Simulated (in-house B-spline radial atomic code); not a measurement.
Configurations of V III (V2+), with energies counted from [Ar] 3d3. All numbers are computed (Dirac-Hartree-Fock, average of configuration; Fermi nucleus of rms radius 3.6002 fm) with an all-electron radial atomic-structure program (B-spline basis), not measured. Energies include first-order Breit, QED and recoil terms.

Occupations are held fixed; configurations that lie above the ionisation limit could autoionise.

```
       configuration  E - E(ref) (eV)  highest orbital  its <r> (bohr)
        [Ar] 3d2 4s1           4.2976            4s1/2           2.767
        [Ar] 3d2 4p1           9.3535            4p3/2           3.246
        [Ar] 3d2 5p1           18.021            5p3/2           6.463
        [Ar] 3d2 5f1           22.248            5f5/2           10.38
    [Ne] 3s2 3p5 3d4           41.589            3d5/2           1.279
[Ne] 3s2 3p5 3d3 4s1           46.137            4s1/2           2.751
[Ne] 3s2 3p5 3d3 5s1           58.179            5s1/2           5.647
[Ne] 3s2 3p5 3d3 4f1           61.454            4f5/2           5.912
[Ne] 3s2 3p5 3d3 7f1           66.641            7f5/2           22.29
[Ne] 3s2 3p5 3d3 7g1           66.658            7g9/2           21.16
```

(1) Order these further configurations by energy, lowest first.
A. [Ar] 3d2 6s1
B. [Ne] 3s2 3p5 3d3 6s1
C. [Ar] 3d2 5g1
D. [Ar] 3d2 4f1
E. [Ar] 3d2 7p1

(2) How far above the reference does [Ar] 3d2 7f1 lie?

(3) How far above the reference does [Ne] 3s2 3p5 3d3 6g1 lie?

(4) How far above the reference does [Ar] 3d2 7s1 lie?

(5) One of these lies 64.26 eV from the reference. Which?
A. [Ar] 3d2 5s1
B. [Ne] 3s2 3p5 3d3 5g1
C. [Ar] 3d2 6f1

Answers

(1) D (19.483 eV), A (20.722 eV), C (22.28 eV), E (23.377 eV), B (62.687 eV).

(2) 24.664 eV; its least bound orbital is 7f5/2 with <r> = 22.32 bohr.

(3) 65.756 eV; its least bound orbital is 6g9/2 with <r> = 14.66 bohr.

(4) 22.916 eV; its least bound orbital is 7s1/2 with <r> = 14.41 bohr.

(5) B.
